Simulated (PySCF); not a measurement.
**Dipole response of Sc⁺ (scandium, charge +1)**

[Ar] 3d1 4s1, high-spin 3D determinant. Calculation: PySCF 2.14, in aug-cc-pVQZ-DK (9s8p6d4f3g2h, 140 functions); scalar relativity by spin-free X2C-1e. Coupled (time-dependent) response in atomic units; α is the mean over directions.

```csv
method,mean α (bohr³),"α xx, yy, zz",C₆ (like pair),S(−4)
BLYP,53.03,"53.30, 53.30, 52.49",346.2,2411
```

S(−4) is the Cauchy moment in α(ω) = α(0) + S(−4) ω² + …

α(iu) at BLYP:

```csv
u (hartree),α(iu) (bohr³)
0,53.03
0.0500,47.67
0.100,36.92
0.200,20.55
0.300,12.84
0.500,6.926
0.750,4.345
1.00,3.139
1.50,1.931
2.00,1.313
3.00,0.7134
5.00,0.3033
```

A single London oscillator, α(iu) = α/(1 + u²/ω²), gives C₆ = (3/4) ω α². Matching the computed C₆ needs ω = 4 × 346.2 / (3 × 53.03²) = 0.164 hartree.

For an ion, C₆ is the dispersion term alone; charge-induced terms of lower order in 1/R come first.

The components differ because the open shell of this determinant is not spherical; for a pure term their mean is the scalar polarisability.
